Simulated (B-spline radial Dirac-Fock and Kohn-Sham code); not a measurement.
A summary of the ionisation energies of arsenic (Z = 33) against charge, from multi-electron Dirac-Fock with separately optimised hole states, Breit and Lamb-shift corrections added in first order and from the NIST table. The largest relative steps of the computed values, from charge +5 on, come at As⁵⁺ (28 electrons left, 61.66 to 119.3 eV); As¹⁵⁺ (18 electrons left, 459.6 to 588.9 eV); As²³⁺ (10 electrons left, 956.1 to 2366.0 eV); As³¹⁺ (2 electrons left, 3411.5 to 14446.0 eV). The median of |NIST − computed| / NIST over the 33 ions is 0.75 %.

```tsv
charge	computed (eV)	NIST (eV)
0	8.36	9.78855
2	27.36	28.349
4	61.66	62.77
6	149.8	147
8	216.6	213
10	290.7	296
12	371.8	375
14	459.6	460
16	631.9	628.8
18	720.7	728.9
20	813.1	814
22	956.1	956.79
24	2499.6	2486
26	2775.5	2766
28	3063.1	3088.1
30	3411.5	3411.643
32	15029.0	15028.93
```
